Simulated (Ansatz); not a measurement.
```xyz
2

H     0.0355   -0.0349   -1.3785
Br    0.0431    0.0232    0.0499
```

Basis set: 6-31G (spherical functions). Frozen core: 9 orbitals. Charge 0, multiplicity 1.

Computed with Ansatz (development build ahead of 0.2.0); each method stands on the lowest determinant of its kind that the runs found. Restricted open shells among the atoms or ions are ROHF, correlated in semicanonical orbitals with singles.

Question: Give the atomization energy at this shape (free ground-state atoms in the same class of orbitals less the molecule, no zero-point energy) of singlet HBr by RHF-MP2, RHF.

Answer:

```
 method  atomization energy
RHF-MP2             2.91 eV
    RHF             2.34 eV
```

This basis has no polarisation functions and is too small for such energies, which can lie far from measured ones in either direction.
